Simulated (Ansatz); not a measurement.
Two isomers of CH8N2Si: A = `C[SiH](N)N`, B = `NCN[SiH3]`.

Program: Ansatz. Geometries: PBE0-D4/def2-TZVP. ΔE: electronic, gas phase. CCSD(T)/CBS is the MP2 limit (def2-TZVPP, def2-QZVPP) plus CCSD(T) − MP2 in def2-TZVPP, frozen cores. Functionals use def2-TZVPP. Each species was taken in one conformer, which may not be the lowest.

Which is lower in electronic energy at CCSD(T)/CBS, and by how much? (Best estimate.)

The calculation gave: A, by 49.8 kcal/mol.

Give E(B) − E(A) in kcal/mol with HF/def2-TZVPP, CCSD(T)/def2-TZVPP, ωB97M-V, MP2/def2-TZVPP, PBE0-D4, r2SCAN-D4, CCSD/def2-TZVPP. (An estimate is asked.)

The calculation gave: HF/def2-TZVPP 46.9, CCSD(T)/def2-TZVPP 48.3, ωB97M-V 49.5, MP2/def2-TZVPP 50.5, PBE0-D4 47.7, r2SCAN-D4 50.0, CCSD/def2-TZVPP 48.3. None reverses the order clearly.

Largest T1 diagnostic: 0.010.

In def2-TZVPP, CCSD(T) changes the Hartree–Fock value by +1.4 kcal/mol (the triples alone add −0.1 kcal/mol) and MP2 by +3.6 kcal/mol. From PBE to PBE0 (25 % exact exchange), in def2-TZVPP and without D4, E(B) − E(A) moves by +1.1 kcal/mol.
